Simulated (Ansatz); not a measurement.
Cost and result up the ladder for MgCu4 (the lowest singlet isomer of a short search) (5 atoms). The state is a singlet with charge 0. Geometry: r2SCAN-D4/def2-SVP.

```xyz
5

Mg   -0.735    0.231   -0.682
Cu   -1.101    2.120    0.786
Cu    0.044   -1.788   -1.768
Cu    0.623    0.652    1.442
Cu    1.169   -1.215    0.223
```

Ansatz on 4 threads of Arm Neoverse V1 on a shared host. Times are rough, and most runs start from the orbitals of an earlier one. No level here is sound enough to serve as a yardstick. Binding counts from free atoms at the same level (Mg singlet, Cu doublet; other spins of the atoms weren't run), without zero-point energy or a counterpoise term.

LC-ωPBE has ω = 0.4 bohr⁻¹. B3LYP takes the VWN-RPA correlation. No other spin state of charge 0 was run. The structure comes from a short search, and lower isomers may exist.

Run but left out: B2PLYP/def2-TZVP (restricted singlet, unstable in another Hartree–Fock run and untested here); MP2/def2-TZVP, CCSD(T)/def2-SVP (restricted singlet, unstable towards broken spin symmetry).

| level | functions | wall time | binding energy per atom (eV) | remarks |
| --- | --- | --- | --- | --- |
| PBE-D4/def2-SVP | 142 | 2.9 s | 1.89 | restricted SCF unstable in HF |
| PBE0-D4/def2-SVP | 142 | 4.9 s | 1.52 | restricted SCF unstable in HF |
| PBE-D4/def2-TZVP (with forces) | 212 | 5.5 s | 1.48 | restricted SCF unstable in HF |
| LC-ωPBE/def2-TZVP | 212 | 6.5 s | 1.13 | restricted SCF unstable in HF |
| B3LYP-D4/def2-TZVP | 212 | 9 s | 1.20 | restricted SCF unstable in HF |
| PBE0-D4/def2-TZVP | 212 | 10 s | 1.23 | restricted SCF unstable in HF |
| r2SCAN-D4/def2-TZVP | 212 | 10 s | 1.50 | restricted SCF unstable in HF |
